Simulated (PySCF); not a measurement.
A side-by-side comparison of computed properties.

First species: C5H10OP (charge +1).
SMILES: `C=C[C@@H]1C[P@H+]1CO`

Second species: C₃H₁₀N₂OSi.
InChI=1S/C3H10N2OSi/c4-2-1-3-6-7-5/h2,4H,1,3,5,7H2/b4-2-

Levels: wB97X-D/def2-SVPD for HOMO energy, LUMO energy, HOMO–LUMO gap and static isotropic polarisability; TDDFT wB97X-D/def2-SVPD for lowest singlet excitation; TDA wB97X-D/def2-SVPD for lowest triplet excitation (Tamm–Dancoff). Geometries: GFN2-xTB. All species are isolated and taken at one optimised geometry, non-relativistic unless stated; the electronic structure was computed with PySCF and density fitting.

The conformers computed, where there is a choice (atom-mapped SMILES and torsion angles):
- `[CH2:1]=[CH:2][C@@H:3]1[CH2:4][P@H+:5]1[CH2:6][OH:7]`: C1–C2–C3–C4 33°, C4–P5–C6–O7 38°, H–O7–C6–P5 176°

The conformers of `[H]/N=C\CCO[SiH2]N` aren't listed.

```csv
property,column X,column Y
HOMO energy,-13.48 eV,-9.33 eV
LUMO energy,-3.76 eV,1.45 eV
HOMO–LUMO gap,9.72 eV,10.78 eV
lowest singlet excitation,5.57 eV,5.24 eV
lowest triplet excitation (Tamm–Dancoff),3.97 eV,4.51 eV
static isotropic polarisability,80.7 au,79.2 au
```

(1) Which column belongs to which species?

(2) How does each property change from the first species to the second?

Results:

(1) Column X is the first species and column Y the second. The first has 17 atoms and 62 electrons, the second 17 and 64; their charges are +1 and 0, their HOMO energies -13.48 eV and -9.33 eV.

(2) HOMO energy +4.15 eV; LUMO energy +5.21 eV; HOMO–LUMO gap +1.06 eV; lowest singlet excitation -0.33 eV; lowest triplet excitation (Tamm–Dancoff) +0.54 eV; static isotropic polarisability -1.5 au.

On the first: S1 lies 4.15 eV below the HOMO–LUMO gap; its leading configuration is HOMO→LUMO, weight 0.96. The principal polarisabilities are 64.7, 73.5 and 103.9 au; their mean is the isotropic value.

On the second: S1 lies 5.54 eV below the HOMO–LUMO gap; its leading configuration is HOMO−1→LUMO, weight 0.84. The vertical singlet–triplet gap S1 − T1 is 0.73 eV (TDDFT singlet less Tamm–Dancoff triplet; S1: HOMO−1→LUMO, weight 0.84; T1: HOMO−1→LUMO, weight 0.81).
